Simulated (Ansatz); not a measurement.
A first, cheap relaxation of `[Se]=C1C[SiH2]C1`.

```yaml
crystal:
  periodic: [false, false, false]
  atoms:
    - {symbol: Se, position_ang: [0.347400, 3.386500, -1.252200]}
    - {symbol: C, position_ang: [0.089100, 1.086300, -0.399400]}
    - {symbol: C, position_ang: [0.431100, 0.370500, 0.873300]}
    - {symbol: Si, position_ang: [-0.051900, -1.301300, 0.467400]}
    - {symbol: C, position_ang: [-0.460400, -0.219800, -0.969600]}
    - {symbol: H, position_ang: [1.561900, 0.403400, 1.047900]}
    - {symbol: H, position_ang: [-0.061400, 0.794700, 1.756300]}
    - {symbol: H, position_ang: [1.006800, -2.244400, 0.213500]}
    - {symbol: H, position_ang: [-1.337700, -1.677600, 1.246400]}
    - {symbol: H, position_ang: [0.101500, -0.529600, -1.831800]}
    - {symbol: H, position_ang: [-1.561100, -0.125600, -1.131100]}
basis:
  gaussian: {orbitals: def2-SVP}
hamiltonian: {xc: pbe, dispersion: d4}
relax: {f_tol: 0.03, max_steps: 200}
```

```sh
$ ansatz run in.yaml --threads 4 --pin off --events-out ev --progress --plain --max-ram 10444MiB
```

Output, abridged:

```
Functional definition: PBE
mean field -76399.75779022 eV, -2807.6393131749 hartree, gradient 4.7e-5 eV, S^2 0.000000; 2 other end points of the search recorded, 0 dependent functions left out
relax step   1: F+E_penalty+E_count = -76400.02598547 eV  Δ(F+E_penalty+E_count) = +0.000e0 eV  max|allowed force component| = 4.183e0 eV/Å  Δτ_max = 0.0000 Å  (84 SCF iters, accepted)
mean field -76401.35236302 eV, -2807.6979126443 hartree, gradient 2.6e-5 eV, S^2 0.000000; 0 other end points of the search recorded, 0 dependent functions left out
relax step   2: F+E_penalty+E_count = -76401.63016152 eV  Δ(F+E_penalty+E_count) = -1.604e0 eV  max|allowed force component| = 4.617e0 eV/Å  Δτ_max = 0.1959 Å  (31 SCF iters, accepted)
mean field -76402.63510049 eV, -2807.7450523771 hartree, gradient 1.8e-5 eV, S^2 0.000000; 0 other end points of the search recorded, 0 dependent functions left out
relax step   3: F+E_penalty+E_count = -76402.92158444 eV  Δ(F+E_penalty+E_count) = -1.291e0 eV  max|allowed force component| = 4.197e0 eV/Å  Δτ_max = 0.1952 Å  (30 SCF iters, accepted)
mean field -76403.40714293 eV, -2807.7734244133 hartree, gradient 9.9e-6 eV, S^2 0.000000; 0 other end points of the search recorded, 0 dependent functions left out
relax step   4: F+E_penalty+E_count = -76403.70209470 eV  Δ(F+E_penalty+E_count) = -7.805e-1 eV  max|allowed force component| = 1.524e0 eV/Å  Δτ_max = 0.1960 Å  (30 SCF iters, accepted)
mean field -76403.73970183 eV, -2807.7856457275 hartree, gradient 2.0e-5 eV, S^2 0.000000; 0 other end points of the search recorded, 0 dependent functions left out
relax step   5: F+E_penalty+E_count = -76404.03306629 eV  Δ(F+E_penalty+E_count) = -3.310e-1 eV  max|allowed force component| = 9.857e-1 eV/Å  Δτ_max = 0.2000 Å  (30 SCF iters, accepted)
mean field -76403.81236271 eV, -2807.7883159655 hartree, gradient 2.7e-5 eV, S^2 0.000000; 0 other end points of the search recorded, 0 dependent functions left out
relax step   6: F+E_penalty+E_count = -76404.10941340 eV  Δ(F+E_penalty+E_count) = -7.635e-2 eV  max|allowed force component| = 7.337e-1 eV/Å  Δτ_max = 0.0599 Å  (31 SCF iters, accepted)
mean field -76403.81985402 eV, -2807.7885912661 hartree, gradient 7.9e-6 eV, S^2 0.000000; 0 other end points of the search recorded, 0 dependent functions left out
relax step   7: F+E_penalty+E_count = -76404.11651920 eV  Δ(F+E_penalty+E_count) = -7.106e-3 eV  max|allowed force component| = 1.235e-1 eV/Å  Δτ_max = 0.0154 Å  (32 SCF iters, accepted)
mean field -76403.82166022 eV, -2807.7886576427 hartree, gradient 2.7e-5 eV, S^2 0.000000; 0 other end points of the search recorded, 0 dependent functions left out
relax step   8: F+E_penalty+E_count = -76404.11830808 eV  Δ(F+E_penalty+E_count) = -1.789e-3 eV  max|allowed force component| = 1.729e-2 eV/Å  Δτ_max = 0.0451 Å  (30 SCF iters, accepted)
mean field -76403.82599199 eV, -2807.7888168322 hartree, gradient 7.3e-6 eV, S^2 0.000000; 0 other end points of the search recorded, 0 dependent functions left out
relax step   9: F+E_penalty+E_count = -76404.12227939 eV  Δ(F+E_penalty+E_count) = -3.971e-3 eV  max|allowed force component| = 3.345e-1 eV/Å  Δτ_max = 0.1954 Å  (31 SCF iters, accepted)
mean field -76403.83301162 eV, -2807.7890747989 hartree, gradient 9.4e-6 eV, S^2 0.000000; 0 other end points of the search recorded, 0 dependent functions left out
relax step  10: F+E_penalty+E_count = -76404.12921591 eV  Δ(F+E_penalty+E_count) = -6.937e-3 eV  max|allowed force component| = 4.221e-1 eV/Å  Δτ_max = 0.1042 Å  (31 SCF iters, accepted)
mean field -76403.85509791 eV, -2807.7898864551 hartree, gradient 2.1e-5 eV, S^2 0.000000; 0 other end points of the search recorded, 0 dependent functions left out
relax step  11: F+E_penalty+E_count = -76404.15112865 eV  Δ(F+E_penalty+E_count) = -2.191e-2 eV  max|allowed force component| = 4.325e-1 eV/Å  Δτ_max = 0.1944 Å  (30 SCF iters, accepted)
mean field -76403.88368571 eV, -2807.7909370376 hartree, gradient 1.9e-5 eV, S^2 0.000000; 0 other end points of the search recorded, 0 dependent functions left out
relax step  12: F+E_penalty+E_count = -76404.17988515 eV  Δ(F+E_penalty+E_count) = -2.876e-2 eV  max|allowed force component| = 4.721e-1 eV/Å  Δτ_max = 0.1919 Å  (30 SCF iters, accepted)
mean field -76403.91548008 eV, -2807.7921054589 hartree, gradient 1.9e-5 eV, S^2 0.000000; 0 other end points of the search recorded, 0 dependent functions left out
relax step  13: F+E_penalty+E_count = -76404.21145621 eV  Δ(F+E_penalty+E_count) = -3.157e-2 eV  max|allowed force component| = 5.305e-1 eV/Å  Δτ_max = 0.1964 Å  (30 SCF iters, accepted)
mean field -76403.95153837 eV, -2807.7934305765 hartree, gradient 1.7e-5 eV, S^2 0.000000; 0 other end points of the search recorded, 0 dependent functions left out
relax step  14: F+E_penalty+E_count = -76404.24868312 eV  Δ(F+E_penalty+E_count) = -3.723e-2 eV  max|allowed force component| = 2.157e-1 eV/Å  Δτ_max = 0.2000 Å  (30 SCF iters, accepted)
mean field -76403.82095374 eV, -2807.7886316799 hartree, gradient 1.4e-5 eV, S^2 0.000000; 0 other end points of the search recorded, 0 dependent functions left out
relax step  15: F+E_penalty+E_count = -76404.12363024 eV  Δ(F+E_penalty+E_count) = +1.251e-1 eV  max|allowed force component| = 1.576e0 eV/Å  Δτ_max = 0.1628 Å  (30 SCF iters, rejected (line search))
mean field -76403.95969673 eV, -2807.7937303910 hartree, gradient 8.1e-6 eV, S^2 0.000000; 0 other end points of the search recorded, 0 dependent functions left out
relax step  16: F+E_penalty+E_count = -76404.25758865 eV  Δ(F+E_penalty+E_count) = -8.906e-3 eV  max|allowed force component| = 7.026e-2 eV/Å  Δτ_max = 0.0799 Å  (31 SCF iters, accepted)
mean field -76403.96397150 eV, -2807.7938874856 hartree, gradient 8.4e-6 eV, S^2 0.000000; 0 other end points of the search recorded, 0 dependent functions left out
relax step  17: F+E_penalty+E_count = -76404.26227281 eV  Δ(F+E_penalty+E_count) = -4.684e-3 eV  max|allowed force component| = 6.868e-2 eV/Å  Δτ_max = 0.1000 Å  (31 SCF iters, accepted)
mean field -76403.96533835 eV, -2807.7939377166 hartree, gradient 2.5e-5 eV, S^2 0.000000; 0 other end points of the search recorded, 0 dependent functions left out
relax step  18: F+E_penalty+E_count = -76404.26439955 eV  Δ(F+E_penalty+E_count) = -2.127e-3 eV  max|allowed force component| = 6.820e-2 eV/Å  Δτ_max = 0.1127 Å  (29 SCF iters, accepted)
mean field -76403.96591638 eV, -2807.7939589587 hartree, gradient 2.6e-5 eV, S^2 0.000000; 0 other end points of the search recorded, 0 dependent functions left out
relax step  19: F+E_penalty+E_count = -76404.26496997 eV  Δ(F+E_penalty+E_count) = -5.704e-4 eV  max|allowed force component| = 2.207e-2 eV/Å  Δτ_max = 0.0181 Å  (31 SCF iters, accepted)
mean field -76403.96591638 eV, -2807.7939589587 hartree, gradient 2.7e-5 eV, S^2 0.000000; 1 other end points of the search recorded, 0 dependent functions left out
Total energy: -76404.26500514 eV, -2807.8049502679 hartree
Atom 0 at     1.383010     1.991099    -1.346071 Å, force    -0.002342     0.004062    -0.002155 eV/Å
Atom 1 at     0.257697     0.946644    -0.435217 Å, force     0.022073    -0.007290     0.000538 eV/Å
Atom 2 at     0.347571     0.586920     1.029198 Å, force    -0.013793    -0.001896    -0.014509 eV/Å
Atom 3 at     0.054760    -1.196029     0.361331 Å, force     0.013616    -0.000710     0.007244 eV/Å
Atom 4 at    -0.693737    -0.073708    -1.013988 Å, force     0.003272    -0.000551     0.017170 eV/Å
Atom 5 at     1.235917     0.944006     1.577309 Å, force     0.007147     0.003258     0.001438 eV/Å
Atom 6 at    -0.582491     0.863350     1.576843 Å, force    -0.009124     0.002862     0.007923 eV/Å
Atom 7 at     1.314846    -1.893781    -0.050257 Å, force    -0.001597     0.001214    -0.007569 eV/Å
Atom 8 at    -0.866782    -2.105101     1.128329 Å, force    -0.008072    -0.000313    -0.001732 eV/Å
Atom 9 at    -0.640155    -0.245580    -2.102349 Å, force     0.002597    -0.000568    -0.009797 eV/Å
Atom 10 at    -1.745335     0.125279    -0.704427 Å, force    -0.013777    -0.000068     0.001449 eV/Å
Dipole moment:    -0.355412    -0.397012     0.308281 e Å
```

Run time 32 s (4 threads of an Arm Neoverse V1 on a shared host); peak host memory 0.18 GiB.
